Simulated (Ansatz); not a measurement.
Ansatz results at the PBE0-D4/def2-TZVP geometry: HOMO energy (PBE0/def2-TZVPP) -7.79 eV; size of the dipole moment (PBE/def2-TZVPP) 1.80 D; LUMO energy (B3LYP/def2-TZVPP) -0.88 eV.

Each molecule was computed in one conformer, which needn't be the lowest.

Task: Which molecule gave them?
A. `CC(C)[O][SnH2][F]`
B. `[NH2][SnH2][Cl]`
C. `[CH3][Sn]([OH])([Cl])[Cl]`
D. `C[O][SnH2][SeH]`

Result: B. The others give `[CH3][Sn]([OH])([Cl])[Cl]`: -9.00, 2.12, -1.88; `CC(C)[O][SnH2][F]`: -7.95, 2.19, -0.84; `C[O][SnH2][SeH]`: -7.21, 1.33, -1.12.

B3LYP here is the variant with VWN-RPA as its local correlation; programs differ in this.
